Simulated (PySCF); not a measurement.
Calculation: PBE-D3(BJ)/def2-TZVP // PBE0-D4/def2-SVP in PySCF. All species are isolated molecules in the gas phase. One relaxed conformer stands for a flexible species; it need not be the lowest. Delta-SCF ions had no search for a lower state. 

Reference species (SMILES): `Bc1cc(S)cs1` (neutral, multiplicity 1).

```json
{
 "HOMO": "-5.84 eV",
 "vertical ionisation energy (Delta-SCF)": "8.54 eV"
}
```

Changed species: `c1cc(c(s1)S)B`.

Question: Give the shifts of the HOMO and vertical ionisation energy (Delta-SCF).

Answer: the HOMO goes up by 0.36 eV, to -5.48 eV; the vertical ionisation energy (Delta-SCF) falls by 0.45 eV, to 8.09 eV.
